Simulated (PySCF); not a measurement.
ethenoxy(methyl)silane (C3H8OSi), SMILES C=CO[SiH2]C.

Geometry: PBE-D3(BJ)/def2-SVP. Other conformers were not sampled.

Calculation: PBE-D3(BJ)/def2-SVP (PySCF).

Frequencies are harmonic and unscaled.

Computed normal modes with their intensities:
| mode | ν (cm⁻¹) | IR (km/mol) | moving atoms (share of kinetic energy) |
|---|---|---|---|
| 1 | 75 | 0.7 | C 41 %, H 26 %, O 18 %, Si 15 % |
| 2 | 129 | 1.5 | H 75 %, C 16 %, O 9 % |
| 3 | 136 | 0.3 | C 40 %, H 26 %, Si 18 %, O 17 % |
| 4 | 156 | 2.0 | H 73 %, O 17 % |
| 5 | 223 | 2.3 | C 45 %, H 25 %, Si 21 %, O 9 % |
| 6 | 495 | 9.0 | H 94 % |
| 7 | 520 | 5.9 | H 43 %, C 36 %, O 19 % |
| 8 | 646 | 13.5 | H 37 %, C 35 %, O 15 %, Si 13 % |
| 9 | 680 | 27.9 | H 84 %, C 12 % |
| 10 | 709 | 8.4 | H 67 %, C 15 %, O 14 % |
| 11 | 725 | 24.5 | Si 30 %, O 27 %, C 23 %, H 21 % |
| 12 | 750 | 50.1 | H 54 %, C 20 %, Si 18 % |
| 13 | 791 | 46.5 | H 70 %, C 30 % |
| 14 | 851 | 46.1 | H 76 %, C 18 % |
| 15 | 894 | 308.6 | H 78 %, Si 15 % |
| 16 | 933 | 80.5 | H 93 % |
| 17 | 949 | 15.5 | H 85 %, C 15 % |
| 18 | 964 | 80.0 | H 51 %, C 25 %, O 22 % |
| 19 | 1205 | 194.1 | C 49 %, O 28 %, H 22 % |
| 20 | 1221 | 29.2 | H 78 %, C 22 % |
| 21 | 1308 | 54.6 | H 83 %, O 11 % |
| 22 | 1364 | 20.1 | H 81 %, C 17 % |
| 23 | 1377 | 3.8 | H 96 % |
| 24 | 1384 | 5.1 | H 96 % |
| 25 | 1652 | 180.2 | C 86 %, H 12 % |
| 26 | 2156 | 71.0 | H 98 % |
| 27 | 2158 | 141.3 | H 96 % |
| 28 | 2982 | 0.7 | H 97 % |
| 29 | 3083 | 2.2 | H 91 %, C 9 % |
| 30 | 3086 | 23.3 | H 94 % |
| 31 | 3090 | 1.1 | H 91 %, C 9 % |
| 32 | 3095 | 3.5 | H 92 % |
| 33 | 3195 | 6.3 | H 89 %, C 11 % |
